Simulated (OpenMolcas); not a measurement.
# Pd2+ in MgO: curves along the breathing mode

Pd2+ with its 6 nearest oxide ions, on the Mg site of MgO (a = 4.2112 Å, distance in the model lattice 2.106 Å). The rest of the host is ab initio model potentials to 7.6 Å, with orthogonalisation functions on the cations behind the ligands, and point charges beyond; the distance is set by hand and nothing relaxes. Ligand basis ANO-RCC-VDZP.

| Quantity | Value |
| --- | --- |
| Program | OpenMolcas |
| Method | SS-CASPT2, IPEA 0.25 Eh, imaginary shift 0.1 Eh (closed shells correlated: 4s 4p and the ligand valence shells) |
| Basis | ANO-RCC-VDZP [6s5p3d1f] |
| Scalar Hamiltonian | DKH2, point nucleus |
| Active space | 8 electrons in 5 orbitals (4d) |
| State averaging | 2S+1 = 3 even, 10 roots; 2S+1 = 1 even, 15 roots |
| Spin-orbit coupling | state interaction with AMFI integrals over the reference wave functions |

Spin-free energies (labels of O, the rotations of Oh) in cm-1 above the lowest fitted minimum, as all ligands move together:

| R (Å) | 3A2 | 1E | 3T2 | 3T1 | 3T1(2) | 1E(2) |
| --- | --- | --- | --- | --- | --- | --- |
| 2.048 | 9330 | 16830 | 34950 | 41590 | 62880 | 70100 |
| 2.096 | 3170 | 10410 | 27300 | 33830 | 53770 | 60790 |
| 2.145 | 290 | 7230 | 23110 | 29530 | 48230 | 55110 |
| 2.193 | 520 | 7090 | 22190 | 28380 | 46450 | 53000 |
| 2.241 | 3590 | 9660 | 24470 | 30690 | 47880 | 54100 |
| 2.289 | 9400 | 14970 | 29760 | 35720 | 52460 | 58230 |
| 2.338 | 18160 | 23160 | 38250 | 43820 | 60430 | 65550 |

Cubic fits give the following; the wavenumber is harmonic, with the mass of all moving ligands, small differences in it between states hang on the degree of the fit, a number in brackets counts states of one label, and the table is a selection of at most 14 states with clean curves.

```tsv
State	R0 (Å)	Breathing mode (cm-1)	Minimum (cm-1)
3A2	2.166	674	0
1E	2.172	664	6750
3T2	2.182	696	22110
3T1	2.184	693	28430
3T1(2)	2.196	713	46390
1E(2)	2.200	701	52930
```

The minimum of 3T2 is shifted by +0.0165 Å against 3A2 (from the unrounded fits). With M = 96.0 u for the moving shell, the Huang-Rhys factor in this mode is S = M ω ΔR² / 2ħ = 0.01483 × 96.0 × 674 × 0.0165² = 0.26. Only the first shell moves, against a rigid host.

Roots that are degenerate in the reference are averaged as groups; the widest CASPT2 spread within a group is 780 cm-1 (the 3-fold group of multiplicity 1 near 24700 cm-1 above the lowest state of its run, R = 2.338). Shifts and gaps below about the spread of the groups concerned are not significant. Over all roots computed the reference weight is 0.69 to 0.70 in R = 2.048, 0.68 to 0.70 in R = 2.096, 0.68 to 0.70 in R = 2.145, 0.68 to 0.70 in R = 2.193, 0.67 to 0.70 in R = 2.241, 0.66 to 0.69 in R = 2.289, 0.65 to 0.69 in R = 2.338; a low but even weight reflects the number of correlated electrons. Real 4d8 and 5d8 ions are as a rule square planar and diamagnetic. Ligand-to-metal charge-transfer states are missing. With no ligand orbital active B as a rule stays too high, so bands that hang on it stand too high and its fall with covalency is understated. With one d shell and no ligand orbital active, 10Dq can be off by a tenth or more. The least metal-like active orbital is 79 % on the metal (Löwdin) and no ligand orbital is active, so the numbers are rough (holds for R = 2.048; R = 2.096; R = 2.241; R = 2.289). The least metal-like active orbital is 80 % on the metal (Löwdin) and no ligand orbital is active, so the numbers are rough (holds for R = 2.145; R = 2.193). The least metal-like active orbital is 78 % on the metal (Löwdin) and no ligand orbital is active, so the numbers are rough (holds for R = 2.338). No measured value stands beside these numbers.
